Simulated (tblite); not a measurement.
C5H10ClSi (doublet state).
Structure used (GFN2-xTB), in Å, numbered top down from 1:
```
atom  x, y, z in Å
C1    -0.973   -1.231    1.096
C2    -0.832    0.236    0.728
C3    -1.219    0.597   -0.722
C4    -0.061    1.516   -1.146
Si5    0.941    0.961    0.408
C6     2.247   -0.378   -0.077
Cl7    2.779   -1.273    1.380
H8    -0.597   -1.410    2.102
H9    -0.416   -1.863    0.408
H10   -2.020   -1.532    1.064
H11   -1.411    0.832    1.435
H12   -1.239   -0.302   -1.337
H13   -2.194    1.080   -0.791
H14    0.351    1.286   -2.126
H15   -0.352    2.563   -1.149
H16    1.846   -1.122   -0.766
H17    3.142    0.054   -0.518
```

Computed geometry: GFN2-xTB, gas phase. This method treats the open shell by occupation alone, without spin polarisation.

Masses are those of the commonest isotopes; rigid-rotor values at the optimised geometry. The values belong to one conformer with, in the numbering `[CH3:1][C@@H:2]1[CH2:3][CH2:4][Si:5]1[CH2:6][Cl:7]`, C4–Si5–C6–Cl7 -161°, C1–C2–C3–C4 -135°, C2–C3–C4–Si5 13°, C3–C4–Si5–C6 100°, C1–C2–Si5–C4 129°.

Question: What are A, B and C (cm⁻¹)?

Answer: Ia = 172.25, Ib = 447.90, Ic = 556.83 u·Å²; 505379 MHz·u·Å²/I gives 2934, 1128 and 907.6 MHz, that is A = 0.09787, B = 0.03764, C = 0.03027 cm⁻¹.

Question: What kind of rotor is it?

Answer: An asymmetric top; Ray's κ = -0.782.

Question: Is it planar, by Δ = Ic − Ia − Ib?

Answer: Not planar: Δ = Ic − Ia − Ib = -63.32 u·Å². For a rigid frame Δ = −2 Σ m c², so Σ m c² = 31.66 u·Å² lies off the ab plane: 10.50 from hydrogen and 21.16 from heavier atoms. The atom farthest from that plane is 1.60 Å away.

Question: Estimate the classical rotational partition function at 10 K, 25 K and 500 K.

Answer: Point group C1, symmetry number σ = 1; q = (√π/σ)·√((kT/h)³/(ABC)), k/h = 20836.6 MHz/K: 3080 at 10 K, 12200 at 25 K, 1090000 at 500 K.

For this open shell read J as N, the rotation without spin; fine and hyperfine splittings come on top. Its GFN2-xTB frequencies are all real (lowest 36 cm⁻¹). These are rigid-rotor constants of the computed structure; measured ground-state constants (B0) also hold zero-point vibration.
